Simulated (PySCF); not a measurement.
O$_{2}$Zr (SMILES [O]=[Zr]=[O]), singlet, geometry from GFN2-xTB (such geometries of metal compounds can be far from the true shape) (core potentials on Zr); B3LYP/def2-SVP (PySCF).

Here is a job for PySCF.
```python
from pyscf import gto, scf, dft

mol = gto.M(
    atom='''
Zr   -0.14735518   -0.16294999   -0.21094306
O     1.44787434    0.60647650   -0.38052480
O    -0.71109845    0.20827346    1.43524010
''',
    basis='def2-svp',
    ecp={'Zr': 'def2-svp'},
    verbose=4,
)

mf = dft.RKS(mol)
mf.xc = 'b3lyp'
mf.kernel()
```

Q: Write the output that PySCF gives for this input, abridged.

A: 
```
PySCF version 2.14.0

[INPUT] verbose = 4
[INPUT] num. atoms = 3
[INPUT] num. electrons = 28
[INPUT] charge = 0
[INPUT] spin (= nelec alpha-beta = 2S) = 0
[INPUT] symmetry False subgroup None
[INPUT] Mole.unit = angstrom
[INPUT] Symbol           X                Y                Z      unit          X                Y                Z       unit  Magmom
[INPUT]  1 Zr    -0.147355180000  -0.162949990000  -0.210943060000 AA   -0.278460933236  -0.307930853101  -0.398624611278 Bohr   0.0
[INPUT]  2 O      1.447874340000   0.606476500000  -0.380524800000 AA    2.736085965385   1.146074485985  -0.719087655605 Bohr   0.0
[INPUT]  3 O     -0.711098450000   0.208273460000   1.435240100000 AA   -1.343781318103   0.393579798416   2.712210711993 Bohr   0.0

nuclear repulsion = 68.993137498453
number of shells = 23
number of NR pGTOs = 105
number of NR cGTOs = 59
basis = def2-svp
ecp = {'Zr': 'def2-svp'}

******** <class 'pyscf.dft.rks.RKS'> ********
method = RKS
initial guess = minao
damping factor = 0
level_shift factor = 0
DIIS = <class 'pyscf.scf.diis.CDIIS'>
diis_start_cycle = 1
diis_space = 8
diis_damp = 0
SCF conv_tol = 1e-09
SCF conv_tol_grad = None
SCF max_cycles = 50
direct_scf = True
direct_scf_tol = 1e-13
XC library pyscf.dft.libxc version 7.1.2
    S. Lehtola, C. Steigemann, M. J. T. Oliveira, and M. A. L. Marques,  SoftwareX 7, 1–5 (2018)
XC functionals = b3lyp
    P. J. Stephens, F. J. Devlin, C. F. Chabalowski, and M. J. Frisch,  J. Phys. Chem. 98, 11623 (1994)
radial grids:
    Treutler-Ahlrichs [JCP 102, 346 (1995); DOI:10.1063/1.469408] (M4) radial grids

becke partition: Becke, JCP 88, 2547 (1988); DOI:10.1063/1.454033
pruning grids: <function nwchem_prune>
grids dens level: 3
symmetrized grids: False
atomic radii adjust function: <function treutler_atomic_radii_adjust>
small_rho_cutoff = 0
Set gradient conv threshold to 3.16228e-05
Initial guess from minao.
tot grids = 50560
init E= -191.223423290903
  HOMO = -0.641667724445718  LUMO = -0.434770758305595  gap/eV = 5.62995
cycle= 1 E= -197.129427709011  delta_E= -5.91  |g|= 1.19  |ddm|= 4.03
  HOMO = -0.0906766553161802  LUMO = -0.0455015105202321  gap/eV = 1.22928
cycle= 2 E= -191.586620858421  delta_E= 5.54  |g|= 4.71  |ddm|= 3.81
  HOMO = -0.216212635715664  LUMO = -0.0739882586101572  gap/eV = 3.87012
cycle= 3 E= -197.333851600597  delta_E= -5.75  |g|= 0.565  |ddm|= 3.52
  HOMO = -0.248075039805322  LUMO = -0.138753548169717  gap/eV = 2.97479
cycle= 4 E= -197.416633587816  delta_E= -0.0828  |g|= 0.25  |ddm|= 0.856
  HOMO = -0.228916374172801  LUMO = -0.121587390174618  gap/eV = 2.92057
cycle= 5 E= -197.430338452999  delta_E= -0.0137  |g|= 0.0653  |ddm|= 0.229
  HOMO = -0.231291205058088  LUMO = -0.118752449125385  gap/eV = 3.06234
cycle= 6 E= -197.431173322162  delta_E= -0.000835  |g|= 0.0291  |ddm|= 0.0385
  HOMO = -0.234218546262838  LUMO = -0.118926565616004  gap/eV = 3.13725
cycle= 7 E= -197.431344465306  delta_E= -0.000171  |g|= 0.00438  |ddm|= 0.0155
  HOMO = -0.234503566254954  LUMO = -0.118886710289416  gap/eV = 3.14609
cycle= 8 E= -197.431348551902  delta_E= -4.09e-06  |g|= 9.46e-05  |ddm|= 0.00285
  HOMO = -0.234507468988681  LUMO = -0.118889132547579  gap/eV = 3.14614
cycle= 9 E= -197.431348553758  delta_E= -1.86e-09  |g|= 2.76e-05  |ddm|= 0.000128
  HOMO = -0.234504249772058  LUMO = -0.11888820402897  gap/eV = 3.14607
cycle= 10 E= -197.43134855395  delta_E= -1.93e-10  |g|= 1.69e-06  |ddm|= 2.65e-05
  HOMO = -0.234504180096753  LUMO = -0.118888371805387  gap/eV = 3.14607
Extra cycle  E= -197.431348553951  delta_E= -8.53e-13  |g|= 3.81e-06  |ddm|= 6.09e-06
converged SCF energy = -197.431348553951
```
